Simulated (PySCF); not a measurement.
# Excitation energy of Pt⁺ by level of theory

Pt⁺ [Xe] 4f14 5d9 (2D) → Pt⁺ [Xe] 4f14 5d8 6p1 (high-spin determinant), as a difference of total energies. Calculation: PySCF 2.14, in def2-QZVPPD with the def2 core potential (60 electrons); scalar relativity through the core potential. Correlated levels: valence: 5s2 5p6 frozen; valence and next inner shell: nothing frozen outside the core potential. The calculations carry no spin-orbit coupling.

```json
{"method": "UHF", "excitation energy (cm⁻¹)": "53623"}
{"method": "LDA", "excitation energy (cm⁻¹)": "63209"}
{"method": "PBE", "excitation energy (cm⁻¹)": "61325"}
{"method": "PBE0", "excitation energy (cm⁻¹)": "60974"}
{"method": "r2SCAN", "excitation energy (cm⁻¹)": "59936"}
{"method": "PBEsol", "excitation energy (cm⁻¹)": "61891"}
{"method": "TPSSh", "excitation energy (cm⁻¹)": "60146"}
{"method": "PW91", "excitation energy (cm⁻¹)": "61435"}
{"method": "B3LYP", "excitation energy (cm⁻¹)": "61169"}
{"method": "MP2 (valence)", "excitation energy (cm⁻¹)": "62649"}
{"method": "SCS-MP2 (valence)", "excitation energy (cm⁻¹)": "63189"}
{"method": "MP2 (valence and next inner shell)", "excitation energy (cm⁻¹)": "62628"}
{"method": "SCS-MP2 (valence and next inner shell)", "excitation energy (cm⁻¹)": "62435"}
```

The determinant of the upper state mixes LS terms, which raises its energy above the lowest term, most at the Hartree-Fock and MP2 levels.
